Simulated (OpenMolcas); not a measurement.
## Cu5+: effect of the active space

```yaml
Program: OpenMolcas
Method: SS-CASPT2 or its RAS form, IPEA 0.25 Eh, imaginary shift 0.1 Eh
Basis: ANO-RCC-VQZP
Scalar_Hamiltonian: DKH2, point nucleus
Spin-orbit_coupling: RASSI with atomic mean-field integrals over the reference wave functions, term energies averaged over their components
```

A. 6 electrons in 5 orbitals (3d); 2S+1 = 5 even, 5 roots; 2S+1 = 3 even, 45 roots; 2S+1 = 1 even, 50 roots; closed shells correlated: 3s 3p; CASPT2 step about 40 core-seconds
B. 12 electrons in 8 orbitals (RAS1 3p, at most 2 holes; RAS2 3d); 2S+1 = 5 even, 5 roots; 2S+1 = 3 even, 45 roots; 2S+1 = 1 even, 44 roots; closed shells correlated: 3s; CASPT2 step roughly 110 core-seconds

Energies in cm-1 above 3d6 5D4, the measured ground level; measured values from Sugar and Musgrove, J. Phys. Chem. Ref. Data 19, 527 (1990).

| Level | A | B | Measured |
| --- | --- | --- | --- |
| 3d6 5D4 | 0.0 | 0.0 | 0.0 |
| 3d6 5D3 | 1130 | 1136 | 1196 |
| 3d6 5D2 | 1886 | 1893 | 1987 |
| 3d6 5D1 | 2370 | 2370 | 2490 |
| 3d6 5D0 | 2600 | 2610 | 2733 |
| 3d6 3P2(1) | 29310 | 29840 | 29285 |
| 3d6 3H6 | 30850 | 30480 | 30418 |
| 3d6 3H5 | 31330 | 30970 | 31009 |
| 3d6 3H4 | 31550 | 31220 | 31288 |
| 3d6 3P1(1) | 32610 | 33190 | 32685 |
| 3d6 3F4(1) | 32990 | 33020 | 32756 |
| 3d6 3F3(1) | 33480 | 33610 | 33296 |
| 3d6 3P0(1) | 33820 | 34400 | 33868 |
| 3d6 3F2(1) | 33900 | 34110 | 33740 |
| 3d6 3G5 | 37800 | 37650 | 37378 |
| 3d6 3G4 | 38820 | 38700 | 38469 |
| 3d6 3G3 | 39180 | 39070 | 38907 |
| 3d6 3D2 | 47090 | 47380 | 46714 |
| 3d6 1I6 | 47100 | 46520 | 46406 |
| 3d6 3D1 | 47140 | 47410 | 46848 |
| 3d6 3D3 | 47470 | 47760 | 47119 |
| 3d6 1G4(1) | 48490 | 48250 | 47612 |
| 3d6 1F3 | 65600 | 65930 | 64968 |
| 3d6 3P0(2) | 75760 | 75980 | 74712 |

Deviations, from unrounded energies. A percentage is the sum of absolute deviations over the sum of measured energies, with the sign that they share, or ± where signs differ.

```csv
Against measurement,Levels,A,B
mean absolute deviation (cm-1),23,330,380
fine structure of the ground term (%),4,-5.0,-4.7
other terms of the ground configuration (%),19,±0.9,±1.1
```

A lies closest to measurement on these levels. The largest miss of A in the table is 3d6 3P0(2), by +1000 cm-1. The ranking rests on the paired levels alone, and a cruder setting can come out closer through cancelling errors.

The spin-orbit steps hold different terms of 3d6 (B lacks a 1D, a 1S), which shifts levels as well.

The two smallest mean deviations differ by little beside CASPT2's spread within terms, so their order carries little weight.

Between A and B the level of the table that moves most is 3d6 3P1(1), by 590 cm-1 (lowest in A, highest in B). Moves below CASPT2's spread within the term are not significant.

CASPT2 breaks the degeneracy within a term, and the mean is taken; among the terms shown or strongly mixed into the levels shown the widest spread is 260 cm-1 (3d6 1G(1), A). Active for correlation alone: 3p; no level in the range computed is led by a configuration that opens it, so any true level of that kind is missing (holds for B). The CASPT2 spread within a term exceeds the gap to the next term for 3d6 3D and 3d6 1G(1), so the order of their levels is uncertain (holds for B). Computed and measured levels are paired by configuration, term and J; levels that our copy of the source lacks, or whose pairing is in doubt (as where it misses far off the trend of its configuration), stay unpaired and out of the deviations. Levels of configurations outside the active space are missing. The table leaves out levels that lie high or whose names do not pair safely across all columns.

A number in round brackets counts repeated terms of one configuration in the order of the reference energies.
